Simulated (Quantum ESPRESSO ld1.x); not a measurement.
All-electron atom: Pd18+ in [Ar] 3d10 (the NIST ground configuration). Calculated with ld1.x of Quantum ESPRESSO 7.5: scalar-relativistic Kohn-Sham, LDA (Slater exchange, VWN5 correlation), spin-polarised, spherical densities, point nucleus. Some entries of the table are withheld. Estimate them.

orbital,occ.,eigenvalue (eV),<r^2> (bohr^2)
1s,2,(1),(2)
2s,2,-4002.20,0.02254
2p,6,(3),0.01772
3s,2,-1089.80,(4)
3p,6,-970.709,0.1606
3d,10,-782.777,0.1426
4s,0,-472.218,0.7198
4p,0,-430.212,0.7723

Answer. 
(1) 1s eigenvalue (eV): -24625.3
(2) 1s <r^2> (bohr^2): 0.001373
(3) 2p eigenvalue (eV): -3641.57
(4) 3s <r^2> (bohr^2): 0.1604
